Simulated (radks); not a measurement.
Polarisabilities and homonuclear dispersion coefficients (atomic units). Level of theory: non-relativistic Kohn-Sham, exchange-only LDA, spin-unpolarised, spherical densities, point nucleus (a radial shooting solver on a logarithmic mesh with Libxc functionals). Response by self-consistent Sternheimer equations with the Hartree and adiabatic exchange-only LDA kernel. For heavy and open-shell atoms this level of theory can miss by tens of per cent. "Uncoupled" leaves out the induced potential. Quadrupole and octupole values are given only where no p, d or f shell is open. The Sternheimer factor gamma scales a distant field gradient at the nucleus by 1 - gamma.

species,configuration,alpha1 (bohr^3),"alpha1, uncoupled",alpha2 (bohr^5),alpha3 (bohr^7),C6,C8,Sternheimer gamma,recommended alpha1
Xe,[Xe],30.71,51.39,269.4,4853,332.9,15110,-169,27.32 +/- 0.2
Cs+,[Xe],17.05,29.23,103.3,1207,150.0,4836,-109,-
Ba2+,[Xe],11.24,19.47,53.43,462.2,83.46,2120,-81.8,-
La3+,[Xe],8.071,14.06,32.26,217.7,51.94,1092,-65.5,-
Ce4+,[Xe],6.117,10.69,21.97,116.1,34.70,620.5,-54.1,-
Pr5+,[Xe],4.808,8.416,18.93,67.53,24.36,372.3,-43.3,-
Nd6+,[Kr] 4d10 4f2 5s2 5p4,3.974,7.087,-,-,16.71,-,-,-
Pm7+,[Kr] 4d10 4f3 5s2 5p3,3.273,5.881,-,-,11.80,-,-,-
Sm8+,[Kr] 4d10 4f4 5s2 5p2,2.728,4.930,-,-,8.386,-,-,-

Recommended values: Schwerdtfeger and Nagle, table of static dipole polarisabilities (2023 update), measured or computed.

Beside tabulated values, note that relativity, absent from the non-relativistic runs, is large for the heavy elements, and spin-unpolarised runs miss the spin-polarisation part of the exchange energy of open shells.
